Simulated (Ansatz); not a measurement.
Coupled-cluster diagnostics for Os₄, Ansatz.

Geometry of the singlet (r2SCAN-D4/def2-SVP):

```xyz
4

Os    0.1818    1.5722   -0.6526
Os    1.3002   -0.3481   -0.0806
Os   -0.3553   -0.9113    1.4050
Os   -1.1267   -0.3128   -0.6717
```

In the def2 sets Os takes a core potential; there is no spin–orbit coupling. Correlated methods freeze no core orbitals; core or outer-core shells of Os are correlated, in sets that lack core-valence functions. At PBE0-D4/def2-TZVP a triplet of charge 0 lies 0.94 eV below the restricted singlet, each at its own geometry. The structure comes from a short search, and lower isomers may exist.

Task: Estimate the CCSD(T) correlation energy, the shares of MP2 and (T), T1 and the reference's ⟨S²⟩ for: charge 0, singlet, own geometry in def2-SVP; and the rough time on 4 threads of Arm Neoverse V1 on a shared host.

Result: 
```
                          state     basis  correlation (eV)  MP2 share (%)  (T) share (%)     T1  ⟨S²⟩ (pure)  wall time                                                    remarks
charge 0, singlet, own geometry  def2-SVP           -49.094          106.0            9.2  0.165  0.00 (0.00)    3.2 min  flagged by the program, large T1, restricted SCF unstable
```
Customary marks for T1 are 0.02 (closed shells), 0.045 (open shells) and about 0.05 (3d metals). T1 exceeds 0.02 in 1 of 1 rows and 0.045 in 1; the higher it lies, the less the single-reference result can be trusted.
